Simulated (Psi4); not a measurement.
Psi4 input (wB97X-D/6-31G*):

```
memory 1500 MB

molecule {
0 2
C     1.34411100   -0.99135500    0.56938700
B    -0.00755700   -0.27908600    0.16143500
C    -1.39620100   -0.93223800    0.54330300
S     0.03368000    1.24374700   -0.71943800
H     1.36292700   -1.99767200    0.13875500
H     2.25327900   -0.47338600    0.26712300
H     1.36741600   -1.11997800    1.65630200
H    -1.44570700   -1.05929000    1.62952500
H    -1.45019700   -1.93698300    0.11197800
H    -2.27627100   -0.37566900    0.22400700
symmetry c1
no_reorient
no_com
}

set {
  basis 6-31G*
  reference uks
  scf_type pk
  dft_radial_points 99
  dft_spherical_points 590
  e_convergence 1e-8
  d_convergence 1e-7
  maxiter 150
}

e = energy('wb97x-d')
print_out(f'\nFINAL {e:.10f} DIPOLE {variable("CURRENT DIPOLE")[0]:.6f} {variable("CURRENT DIPOLE")[1]:.6f} {variable("CURRENT DIPOLE")[2]:.6f}\n')
```

Output:

```
   => Loading Basis Set <=

    Name: 6-31G*
    Role: ORBITAL
    Keyword: BASIS
    atoms 1, 3 entry C          line   111 file 6-31gs.gbs
    atoms 2    entry B          line    94 file 6-31gs.gbs
    atoms 4    entry S          line   316 file 6-31gs.gbs
    atoms 5-10 entry H          line    44 file 6-31gs.gbs

   => WB97X-D: Empirical Dispersion <=

    Chai and Head-Gordon Dispersion Correction
    Chai, J.-D.; Head-Gordon, M. (2010), J. Chem. Phys., 132: 6615-6620

        s6 =       1.000000

         ---------------------------------------------------------
                                   SCF
               by Justin Turney, Rob Parrish, Andy Simmonett
                          and Daniel G. A. Smith
                              UKS Reference
         ---------------------------------------------------------

  ==> Geometry <==

    Molecular point group: c1
    Full point group: C1

    Geometry (in Angstrom), charge = 0, multiplicity = 2:

       Center              X                  Y                   Z               Mass
    ------------   -----------------  -----------------  -----------------  -----------------
         C            1.344111000000    -0.991355000000     0.569387000000    12.000000000000
         B           -0.007557000000    -0.279086000000     0.161435000000    11.009305360000
         C           -1.396201000000    -0.932238000000     0.543303000000    12.000000000000
         S            0.033680000000     1.243747000000    -0.719438000000    31.972071174400
         H            1.362927000000    -1.997672000000     0.138755000000     1.007825032230
         H            2.253279000000    -0.473386000000     0.267123000000     1.007825032230
         H            1.367416000000    -1.119978000000     1.656302000000     1.007825032230
         H           -1.445707000000    -1.059290000000     1.629525000000     1.007825032230
         H           -1.450197000000    -1.936983000000     0.111978000000     1.007825032230
         H           -2.276271000000    -0.375669000000     0.224007000000     1.007825032230

  Running in c1 symmetry.

  Rotational constants: A =      0.25349  B =      0.14919  C =      0.09727 [cm^-1]
  Rotational constants: A =   7599.37243  B =   4472.68268  C =   2916.20270 [MHz]
  Nuclear repulsion =  134.971858615781343

  Charge       = 0
  Multiplicity = 2
  Electrons    = 39
  Nalpha       = 20
  Nbeta        = 19

  ==> Algorithm <==

  SCF Algorithm Type is PK.
  DIIS enabled.
  MOM disabled.
  Fractional occupation disabled.
  Guess Type is SAD.
  Energy threshold   = 1.00e-08
  Density threshold  = 1.00e-07
  Integral threshold = 1.00e-12

  ==> Primary Basis <==

  Basis Set: 6-31G*
    Blend: 6-31G*
    Number of shells: 38
    Number of basis functions: 76
    Number of Cartesian functions: 76
    Spherical Harmonics?: false
    Max angular momentum: 2

  ==> DFT Potential <==

   => LibXC <=

    Version 7.1.2
    S. Lehtola, C. Steigemann, M. J. T. Oliveira, and M. A. L. Marques,  SoftwareX 7, 1–5 (2018) (10.1016/j.softx.2017.11.002)

   => Composite Functional: WB97X-D <=

    wB97X-D Hyb-GGA Exchange-Correlation Functional

    J.-D. Chai and M. Head-Gordon,  Phys. Chem. Chem. Phys. 10, 6615–6620 (2008) (10.1039/B810189B)

    Deriv               =              1
    GGA                 =           TRUE
    Meta                =          FALSE

    Exchange Hybrid     =           TRUE
    MP2 Hybrid          =          FALSE

   => Exchange-Correlation Functionals <=

    1.0000   wB97X-D range-separated functional

   => Exact (HF) Exchange <=

    0.7780            HF,LR [omega = 0.2000]
    0.2220               HF

   => LibXC Density Thresholds  <==

    XC_HYB_GGA_XC_WB97X_D:  1.00E-14

   => Molecular Quadrature <=

    Radial Scheme          =       TREUTLER
    Pruning Scheme         =           NONE
    Nuclear Scheme         =       TREUTLER

    Blocking Scheme        =         OCTREE
    BS radius alpha        =              1
    Pruning alpha          =              1
    Radial Points          =             99
    Spherical Points       =            590
    Total Points           =         547006
    Total Blocks           =           3884
    Max Points             =            256
    Max Functions          =             75
    Weights Tolerance      =       1.00E-15

  ==> Integral Setup <==

  Using in-core PK algorithm.
   Calculation information:
      Number of atoms:                  10
      Number of AO shells:              38
      Number of primitives:             96
      Number of atomic orbitals:        76
      Number of basis functions:        76

      Integral cutoff                 1.00e-12
      Number of threads:                 1

  Performing in-core PK
  Using 12846603 doubles for integral storage.
  We computed 259701 shell quartets total.
  Whereas there are 274911 unique shell quartets.

  Computing range-separated integrals for PK
  We computed 259701 wK shell quartets total.
  Whereas there are 274911 wK unique shell quartets.

  ==> DiskJK: Disk-Based J/K Matrices <==

    J tasked:                  Yes
    K tasked:                  Yes
    wK tasked:                 Yes
    Omega:               2.000E-01
    Schwarz Cutoff:          1E-12


  Cached 50.0% of DFT collocation blocks in 0.506 [GiB].

  Minimum eigenvalue in the overlap matrix is 7.4835213586E-03.
  Reciprocal condition number of the overlap matrix is 1.0882122941E-03.
    Using symmetric orthogonalization.

  ==> Pre-Iterations <==

  SCF Guess: Superposition of Atomic Densities via on-the-fly atomic UHF (no occupation information).

   -------------------------
    Irrep   Nso     Nmo
   -------------------------
     A         76      76
   -------------------------
    Total      76      76
   -------------------------

  ==> Iterations <==

                        Total Energy        Delta E     RMS |[F,P]|

   @UKS iter SAD:  -501.98260466061714   -5.01983e+02   0.00000e+00
   @UKS iter   1:  -502.65004346221230   -6.67439e-01   7.52520e-03 ADIIS/DIIS
   @UKS iter   2:  -502.72707979301458   -7.70363e-02   5.67407e-03 ADIIS/DIIS
   @UKS iter   3:  -502.82059081962683   -9.35110e-02   6.18140e-04 ADIIS/DIIS
   @UKS iter   4:  -502.82215301116599   -1.56219e-03   1.98353e-04 ADIIS/DIIS
   @UKS iter   5:  -502.82244047563910   -2.87464e-04   5.58671e-05 DIIS
   @UKS iter   6:  -502.82248200991017   -4.15343e-05   2.66445e-05 DIIS
   @UKS iter   7:  -502.82249407860451   -1.20687e-05   9.02152e-06 DIIS
   @UKS iter   8:  -502.82249594400554   -1.86540e-06   1.79472e-06 DIIS
   @UKS iter   9:  -502.82249600249565   -5.84901e-08   5.31002e-07 DIIS
   @UKS iter  10:  -502.82249600648601   -3.99035e-09   1.59088e-07 DIIS
   @UKS iter  11:  -502.82249600685992   -3.73916e-10   3.89330e-08 DIIS
  Energy and wave function converged.

  ==> Post-Iterations <==

   Electrons on quadrature grid:
      Nalpha   =   19.9999993977 ; deviation = -6.023e-07
      Nbeta    =   18.9999994714 ; deviation = -5.286e-07
      Ntotal   =   38.9999988690 ; deviation = -1.131e-06

   @Spin Contamination Metric:   3.751129032E-03
   @S^2 Expected:                7.500000000E-01
   @S^2 Observed:                7.537511290E-01
   @S   Expected:                5.000000000E-01
   @S   Observed:                5.000000000E-01

    Orbital Energies [Eh]
    ---------------------

    Alpha Occupied:

       1A    -89.048723     2A    -10.279237     3A    -10.279225
       4A     -8.070642     5A     -6.876563     6A     -6.026544
       7A     -6.014168     8A     -6.011637     9A     -0.846628
      10A     -0.792704    11A     -0.783725    12A     -0.534003
      13A     -0.507681    14A     -0.505204    15A     -0.490761
      16A     -0.473306    17A     -0.429356    18A     -0.398526
      19A     -0.361190    20A     -0.354937

    Alpha Virtual:

      21A      0.063533    22A      0.178341    23A      0.183781
      24A      0.231927    25A      0.245353    26A      0.256872
      27A      0.261773    28A      0.262985    29A      0.331467
      30A      0.351223    31A      0.382994    32A      0.450103
      33A      0.475437    34A      0.492085    35A      0.549171
      36A      0.555113    37A      0.605863    38A      0.650859
      39A      0.681630    40A      0.731240    41A      0.777525
      42A      0.787115    43A      0.835707    44A      0.837876
      45A      0.853827    46A      0.876059    47A      0.888032
      48A      0.974194    49A      0.977263    50A      0.992222
      51A      1.015561    52A      1.031854    53A      1.034664
      54A      1.076567    55A      1.113851    56A      1.287040
      57A      1.343625    58A      1.446647    59A      1.546786
      60A      1.639998    61A      1.668445    62A      1.848858
      63A      2.023458    64A      2.026314    65A      2.027926
      66A      2.104982    67A      2.343826    68A      2.350560
      69A      2.412734    70A      2.453709    71A      2.532444
      72A      2.552180    73A      3.637248    74A      4.024748
      75A      4.327298    76A      4.419418

    Beta Occupied:

       1A    -89.043596     2A    -10.278255     3A    -10.278245
       4A     -8.065581     5A     -6.876961     6A     -6.010685
       7A     -6.009924     8A     -6.007892     9A     -0.831425
      10A     -0.780898    11A     -0.765836    12A     -0.526830
      13A     -0.504425    14A     -0.501670    15A     -0.481804
      16A     -0.472394    17A     -0.413128    18A     -0.388338
      19A     -0.347275

    Beta Virtual:

      20A     -0.082549    21A      0.063394    22A      0.178865
      23A      0.190351    24A      0.235508    25A      0.246070
      26A      0.261662    27A      0.262712    28A      0.264149
      29A      0.342438    30A      0.351775    31A      0.388855
      32A      0.454006    33A      0.495898    34A      0.500638
      35A      0.554562    36A      0.558039    37A      0.604922
      38A      0.652293    39A      0.684400    40A      0.733813
      41A      0.788536    42A      0.791727    43A      0.851905
      44A      0.858487    45A      0.881722    46A      0.889433
      47A      0.918298    48A      0.977467    49A      0.979767
      50A      0.994228    51A      1.016392    52A      1.033970
      53A      1.059238    54A      1.080026    55A      1.128823
      56A      1.288434    57A      1.343944    58A      1.447515
      59A      1.549302    60A      1.642737    61A      1.669722
      62A      1.850496    63A      2.026637    64A      2.028221
      65A      2.029197    66A      2.107567    67A      2.345851
      68A      2.352261    69A      2.414874    70A      2.455488
      71A      2.535604    72A      2.554848    73A      3.636717
      74A      4.048529    75A      4.329921    76A      4.422026

    Final Occupation by Irrep:
              A
    DOCC [    19 ]
    SOCC [     1 ]
    NA   [    20 ]
    NB   [    19 ]

  @UKS Final Energy:  -502.82249600685992

   => Energetics <=

    Nuclear Repulsion Energy =            134.9718586157813434
    One-Electron Energy =                -957.2121344928607414
    Two-Electron Energy =                 349.7362573158162036
    DFT Exchange-Correlation Energy =     -30.3151590311279620
    Empirical Dispersion Energy =          -0.0033184144687755
    VV10 Nonlocal Energy =                  0.0000000000000000
    Total Energy =                       -502.8224960068599216

  UHF NO Occupations:
  HONO-2 :   18  A 1.9994948
  HONO-1 :   19  A 1.9990518
  HONO-0 :   20  A 1.0000000
  LUNO+0 :   21  A 0.0009482
  LUNO+1 :   22  A 0.0005052
  LUNO+2 :   23  A 0.0002690
  LUNO+3 :   24  A 0.0000984

Computation Completed

Properties will be evaluated at   0.000000,   0.000000,   0.000000 [a0]

Properties computed using the SCF density matrix

 Multipole Moments:

 ------------------------------------------------------------------------------------
     Multipole            Electronic (a.u.)      Nuclear  (a.u.)        Total (a.u.)
 ------------------------------------------------------------------------------------

 L = 1.  Multiply by 2.5417464519 to convert [e a0] to [Debye]
 Dipole X            :         -0.0143008            0.0000038           -0.0142970
 Dipole Y            :         -0.5279772           -0.0000265           -0.5280036
 Dipole Z            :          0.3054257           -0.0000057            0.3054200
 Magnitude           :                                                    0.6101423

 ------------------------------------------------------------------------------------

FINAL -502.8224960069 DIPOLE -0.014297 -0.528004 0.305420

*** Psi4 exiting successfully. Buy a developer a beer!
```

The geometry given is a B3LYP-D3(BJ)/def2-TZVP minimum.
